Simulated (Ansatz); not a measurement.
The first iterations of a band of AsH3 + H6OSi2 (13 atoms, charge 0, multiplicity 1).

Theory: RKS PBE-D4/def2-SVP (Ansatz 0.2.0).

- movable images: 5
- climbing image: yes
- spring: 5.0 eV/Å²
- optimiser: quadratic models (default)
- start path: through a guess of the saddle point
- force threshold: 0.5 eV/Å
- iteration limit: 60
- end points: relaxed

First end point:

```xyz
13
Properties=species:S:1:pos:R:3
Si -0.138 -0.705 1.214
O 1.467 -0.162 1.182
H -0.386 -1.792 0.192
H -0.496 -1.285 2.564
Si -1.460 1.188 0.784
H 1.590 0.186 -1.254
As 1.241 0.150 -2.755
H 2.140 -0.862 1.250
H -1.092 1.827 -0.526
H -2.908 0.774 0.730
H -1.292 2.199 1.884
H -0.235 -0.163 -2.439
H 1.570 -1.355 -2.826
```

Last end point:

```xyz
13
Properties=species:S:1:pos:R:3
Si -0.435 -1.037 0.088
O 1.672 1.086 0.932
H -1.532 -2.034 -0.202
H 0.448 -1.656 1.143
Si -1.277 1.060 0.745
H 2.046 0.899 0.047
As 0.956 -0.712 -1.840
H 2.006 0.341 1.467
H -0.787 2.151 -0.167
H -2.782 1.012 0.621
H -0.950 1.366 2.177
H -0.236 -0.297 -2.719
H 0.872 -2.180 -2.291
```

| iteration | highest image above the first end (eV) | largest band force component (eV/Å) |
| --- | --- | --- |
| 1 | 2.764 | 5.991 |
| 2 | 1.915 | 2.175 |
| 3 | 1.952 | 0.998 |
| 4 | 1.784 | 1.921 |

Does the band converge within its limit, and where does its top end?

The run converged. It ended after 13 iterations with the highest image 1.653 eV above the first end. The threshold of 0.5 eV/Å is loose, so the images may lie well off the minimum-energy path. Neighbouring images differ by up to 1.4 eV, so the band resolves the path poorly. The order of the stationary point at the top wasn't checked. The orbitals stay closed-shell, which can raise the energy where a bond breaks towards radicals; this wasn't checked here.

Time of the run: 2.7 min on 4 threads of Arm Neoverse N1, with other jobs on the host, peak memory 0.21 GiB.
